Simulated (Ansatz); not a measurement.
Born–Oppenheimer molecular dynamics of C2H10O3Si2 (17 atoms, charge 0, multiplicity 1). It starts from a relaxed structure.

Computed with RKS B3LYP/STO-3G in Ansatz.

| Quantity | Value |
| --- | --- |
| ensemble | NVE (velocity Verlet) |
| time step | 0.5 fs |
| steps asked | 104 |
| starting velocities drawn for | 700 K |
| seed | 927179 |

First frame:

```xyz
17
Properties=species:S:1:pos:R:3
Si -0.292 -0.102 0.276
O -1.046 -0.672 1.668
Si -1.103 0.291 3.063
H -1.953 1.454 2.887
H -1.654 -0.539 4.111
H 0.216 0.753 3.456
H 1.024 0.474 0.469
O -1.180 1.185 -0.422
C -2.562 0.836 -0.742
H -3.109 0.345 0.095
H -3.099 1.776 -0.982
H -2.648 0.172 -1.632
O -0.076 -1.458 -0.741
C -1.167 -2.430 -0.649
H -1.547 -2.567 0.387
H -2.033 -2.164 -1.296
H -0.778 -3.406 -1.003
```

(1) How far do the bonds stretch over the last three quarters of this one trajectory? (Pairs bonded in most of those frames.)

Answers

(1) 
| bond | mean (Å) | spread (Å) | shortest | longest |
| --- | --- | --- | --- | --- |
| Si1–O2 | 1.696 | 0.023 | 1.64 | 1.73 |
| Si1–H7 | 1.450 | 0.009 | 1.44 | 1.46 |
| Si1–O8 | 1.707 | 0.025 | 1.66 | 1.74 |
| Si1–O13 | 1.709 | 0.039 | 1.65 | 1.77 |
| O2–Si3 | 1.718 | 0.045 | 1.66 | 1.79 |
| Si3–H4 | 1.456 | 0.033 | 1.41 | 1.51 |
| Si3–H5 | 1.455 | 0.050 | 1.38 | 1.53 |
| Si3–H6 | 1.455 | 0.030 | 1.41 | 1.51 |
| O8–C9 | 1.482 | 0.055 | 1.39 | 1.55 |
| C9–H10 | 1.116 | 0.017 | 1.09 | 1.14 |
| C9–H11 | 1.116 | 0.047 | 1.04 | 1.18 |
| C9–H12 | 1.119 | 0.030 | 1.07 | 1.17 |
| O13–C14 | 1.471 | 0.022 | 1.44 | 1.50 |
| C14–H15 | 1.115 | 0.020 | 1.08 | 1.15 |
| C14–H16 | 1.116 | 0.011 | 1.10 | 1.14 |
| C14–H17 | 1.110 | 0.004 | 1.10 | 1.12 |

Mean temperature of the second half: 358 K. The conserved energy stayed within 0.45 meV per atom of its start (net change 0.37 meV per atom), so the integration is sound. Over the second half the temperature averaged 0.51 of the 700 K drawn at the start: a run that starts near a minimum puts about half its kinetic energy into the potential. A run of 0.052 ps of so small a system gives no equilibrium averages. Limits of this set-up: minimal basis.

Time of the run: 10 min on 1 thread of AMD EPYC 7R43 64-Core Processor (Zen 3) (shared host), peak memory 0.17 GiB.
